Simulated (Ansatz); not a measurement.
Geometry optimisation of `C=C[SiH2]NC`.

```yaml
crystal:
  periodic: [false, false, false]
  atoms:
    - {symbol: C, position_ang: [-1.039571, 1.611088, 1.487577]}
    - {symbol: C, position_ang: [-1.630310, 1.083754, 0.395525]}
    - {symbol: Si, position_ang: [-0.736638, -0.084241, -0.776941]}
    - {symbol: N, position_ang: [0.668804, -0.699919, 0.058168]}
    - {symbol: C, position_ang: [1.851974, -1.235108, -0.594898]}
    - {symbol: H, position_ang: [0.013601, 1.381964, 1.730648]}
    - {symbol: H, position_ang: [-1.574849, 2.283871, 2.181965]}
    - {symbol: H, position_ang: [-2.687400, 1.341738, 0.189843]}
    - {symbol: H, position_ang: [-0.216596, 0.606357, -2.013606]}
    - {symbol: H, position_ang: [-1.744486, -1.112795, -1.254879]}
    - {symbol: H, position_ang: [0.499407, -1.100598, 0.985701]}
    - {symbol: H, position_ang: [1.787020, -2.317857, -0.862528]}
    - {symbol: H, position_ang: [2.755709, -1.106374, 0.040151]}
    - {symbol: H, position_ang: [2.040636, -0.680981, -1.537926]}
basis:
  gaussian: {orbitals: def2-TZVP}
hamiltonian: {xc: pbe0, dispersion: d4}
relax: {f_tol: 0.005, max_steps: 150}
```

```sh
$ ansatz run in.yaml --threads 4 --pin off --events-out ev --progress --plain --max-ram 10444MiB
```

It prints (some lines left out):

```
Functional definition: PBE0
mean field -12618.04046688 eV, -463.7044343430 hartree, gradient 3.4e-5 eV, S^2 0.000000; 0 other end points of the search recorded, 0 dependent functions left out
relax step   1: F+E_penalty+E_count = -12618.28062803 eV  Δ(F+E_penalty+E_count) = +0.000e0 eV  max|allowed force component| = 6.201e-1 eV/Å  Δτ_max = 0.0000 Å  (29 SCF iters, accepted)
mean field -12618.10707151 eV, -463.7068820177 hartree, gradient 8.3e-6 eV, S^2 0.000000; 0 other end points of the search recorded, 0 dependent functions left out
relax step   2: F+E_penalty+E_count = -12618.34841001 eV  Δ(F+E_penalty+E_count) = -6.778e-2 eV  max|allowed force component| = 3.321e-1 eV/Å  Δτ_max = 0.0456 Å  (31 SCF iters, accepted)
mean field -12618.09895807 eV, -463.7065838543 hartree, gradient 8.0e-6 eV, S^2 0.000000; 0 other end points of the search recorded, 0 dependent functions left out
relax step   3: F+E_penalty+E_count = -12618.34098273 eV  Δ(F+E_penalty+E_count) = +7.427e-3 eV  max|allowed force component| = 4.366e-1 eV/Å  Δτ_max = 0.0439 Å  (32 SCF iters, rejected (line search))
mean field -12618.11509959 eV, -463.7071770442 hartree, gradient 7.9e-6 eV, S^2 0.000000; 0 other end points of the search recorded, 0 dependent functions left out
relax step   4: F+E_penalty+E_count = -12618.35690534 eV  Δ(F+E_penalty+E_count) = -8.495e-3 eV  max|allowed force component| = 2.521e-2 eV/Å  Δτ_max = 0.0219 Å  (33 SCF iters, accepted)
mean field -12618.11374381 eV, -463.7071272202 hartree, gradient 7.8e-6 eV, S^2 0.000000; 0 other end points of the search recorded, 0 dependent functions left out
relax step   5: F+E_penalty+E_count = -12618.35563592 eV  Δ(F+E_penalty+E_count) = +1.269e-3 eV  max|allowed force component| = 4.990e-2 eV/Å  Δτ_max = 0.0400 Å  (32 SCF iters, rejected (line search))
mean field -12618.11552299 eV, -463.7071926038 hartree, gradient 7.8e-6 eV, S^2 0.000000; 0 other end points of the search recorded, 0 dependent functions left out
relax step   6: F+E_penalty+E_count = -12618.35731794 eV  Δ(F+E_penalty+E_count) = -4.126e-4 eV  max|allowed force component| = 8.157e-3 eV/Å  Δτ_max = 0.0163 Å  (33 SCF iters, accepted)
mean field -12618.11578629 eV, -463.7072022800 hartree, gradient 7.8e-6 eV, S^2 0.000000; 0 other end points of the search recorded, 0 dependent functions left out
relax step   7: F+E_penalty+E_count = -12618.35733456 eV  Δ(F+E_penalty+E_count) = -1.662e-5 eV  max|allowed force component| = 1.801e-2 eV/Å  Δτ_max = 0.0201 Å  (32 SCF iters, accepted)
mean field -12618.11575217 eV, -463.7072010264 hartree, gradient 7.8e-6 eV, S^2 0.000000; 0 other end points of the search recorded, 0 dependent functions left out
relax step   8: F+E_penalty+E_count = -12618.35739885 eV  Δ(F+E_penalty+E_count) = -6.429e-5 eV  max|allowed force component| = 5.058e-3 eV/Å  Δτ_max = 0.0065 Å  (33 SCF iters, accepted)
mean field -12618.11574652 eV, -463.7072008185 hartree, gradient 7.8e-6 eV, S^2 0.000000; 0 other end points of the search recorded, 0 dependent functions left out
relax step   9: F+E_penalty+E_count = -12618.35741189 eV  Δ(F+E_penalty+E_count) = -1.305e-5 eV  max|allowed force component| = 2.297e-3 eV/Å  Δτ_max = 0.0025 Å  (34 SCF iters, accepted)
mean field -12618.11574837 eV, -463.7072008864 hartree, gradient 7.8e-6 eV, S^2 0.000000; 0 other end points of the search recorded, 0 dependent functions left out
relax step  10: F+E_penalty+E_count = -12618.35742536 eV  Δ(F+E_penalty+E_count) = -1.347e-5 eV  max|allowed force component| = 2.541e-3 eV/Å  Δτ_max = 0.0071 Å  (33 SCF iters, accepted)
mean field -12618.11574837 eV, -463.7072008864 hartree, gradient 7.8e-6 eV, S^2 0.000000; 1 other end points of the search recorded, 0 dependent functions left out
Total energy: -12618.35746125 eV, -463.7160836711 hartree
Atom 0 at    -1.059666     1.605774     1.485400 Å, force    -0.001829    -0.002180     0.002541 eV/Å
Atom 1 at    -1.607017     1.080667     0.392463 Å, force    -0.000654     0.000271    -0.000615 eV/Å
Atom 2 at    -0.702065    -0.076496    -0.749118 Å, force     0.001584    -0.000041    -0.000253 eV/Å
Atom 3 at     0.678508    -0.693467     0.064102 Å, force     0.000079    -0.001485    -0.000246 eV/Å
Atom 4 at     1.835095    -1.239855    -0.613179 Å, force    -0.002355     0.001609     0.001910 eV/Å
Atom 5 at    -0.030540     1.391414     1.760131 Å, force     0.000054     0.000865    -0.000785 eV/Å
Atom 6 at    -1.608376     2.270671     2.147042 Å, force     0.000820     0.000979    -0.000728 eV/Å
Atom 7 at    -2.642264     1.331984     0.164093 Å, force     0.000849     0.000228     0.000673 eV/Å
Atom 8 at    -0.196328     0.606789    -1.972829 Å, force     0.000205     0.000110    -0.000495 eV/Å
Atom 9 at    -1.688731    -1.102394    -1.213881 Å, force    -0.000720    -0.000084     0.000300 eV/Å
Atom 10 at     0.534222    -1.085696     0.982022 Å, force     0.000457    -0.000322    -0.002319 eV/Å
Atom 11 at     1.738042    -2.303955    -0.865909 Å, force    -0.000333     0.000810     0.000932 eV/Å
Atom 12 at     2.736727    -1.118694    -0.005357 Å, force     0.000930     0.000270    -0.000406 eV/Å
Atom 13 at     1.999693    -0.695842    -1.546182 Å, force     0.000914    -0.001030    -0.000508 eV/Å
Dipole moment:     0.102552    -0.088063     0.193140 e Å
```

It took 21 s on 4 threads of an Intel Xeon 6975P-C on a shared host, with 0.6 GiB of host memory at the peak.
